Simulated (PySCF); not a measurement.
Removing an electron from ZnBr2

Compound: ZnBr2 (singlet state).
Geometry (PBE0-D3(BJ)/def2-SVP, Å), atoms numbered from 1 in this order:
```
atom  x, y, z in Å
Zn1   -0.0046   -0.0027   -0.0001
Br2   -0.0210   -0.0277    2.2295
Br3    0.0257    0.0303   -2.2294
```

Level: B3LYP/def2-SVPD (PySCF). Frontier orbitals with their largest atomic shares (Löwdin; up to four atoms above 4 %):

| orbital | ε (eV) | main atoms |
| --- | --- | --- |
| HOMO−3 | -8.73 | Br3 46 %, Br2 46 %, Zn1 8 % |
| HOMO−2 | -8.73 | Br3 46 %, Br2 46 %, Zn1 8 % |
| HOMO−1 | -8.34 | ? |
| HOMO | -8.34 | ? |
| LUMO | -2.24 | Zn1 40 %, Br2 30 %, Br3 30 % |
| LUMO+1 | -0.86 | Zn1 57 %, Br3 21 %, Br2 21 % |
| LUMO+2 | -0.86 | Zn1 57 %, Br3 21 %, Br2 21 % |

Q: What vertical ionisation energy does ΔSCF give, and how far is −ε(HOMO) from it?

A: ΔSCF: 10.59 eV (1022 kJ/mol; threshold wavelength 117 nm); ⟨S²⟩ of the doublet left behind is 0.755, against 0.75 for a pure doublet. −ε(HOMO) is 8.34 eV, 2.25 eV below it. For the exact functional −ε(HOMO) would equal the first vertical ionisation energy; B3LYP (global hybrid, 20 % exact exchange) falls short of its own ΔSCF value by 21 %. Holes in the HOMO−1 and HOMO−2 were tried too where these lie within 1.2 eV of the HOMO; the lowest converged state counts.

Q: On which atoms does the HOMO lie?

A: HOMO: Br2 49 %, Br3 49 %; HOMO−1: Br2 49 %, Br3 49 %. These 2 orbitals lie within 0.02 eV of one another; within a degenerate set any mixture serves as well, and the shares of a single orbital can change with the mixture. The HOMO−2 lies 0.39 eV lower.

Q: And the vertical electron affinity, the fundamental gap, Mulliken's electronegativity and the hardness (with the factor ½)?

A: EA = 0.44 eV by ΔSCF (−ε(LUMO) = 2.24 eV). IE − EA = 10.15 eV against an orbital gap of 6.10 eV; (IE + EA)/2 = 5.51 eV; (IE − EA)/2 = 5.08 eV. Parr's electrophilicity index (IE + EA)²/[8(IE − EA)] is 1.50 eV.

Q: How many of the 15 lowest singlet excitations (vertical TDDFT, same level) lie below the ionisation energy?

A: All 15; they run from 5.05 to 7.92 eV.

Q: The lowest singlet excitation (vertical TDDFT, same level) lies at 5.05 eV. How far is it below IE − EA?

A: IE − EA = 10.15 eV, so by 5.10 eV.

Q: Shift the occupied levels rigidly so that −ε(HOMO) equals the ΔSCF value. What binding energies result?

A: The shift is +2.25 eV: HOMO 10.59, HOMO−1 10.59, HOMO−2 10.98, HOMO−3 10.98 eV. A rigid shift is only a rough guide to the deeper ionisations.

Q: What kinetic energy would electrons from this vertical process carry with He II light (40.814 eV)?

A: 40.81 − 10.59 = 30.22 eV.

Isolated species at its PBE0-D3(BJ)/def2-SVP geometry, gas phase. The calculation is non-relativistic, for bromine too.
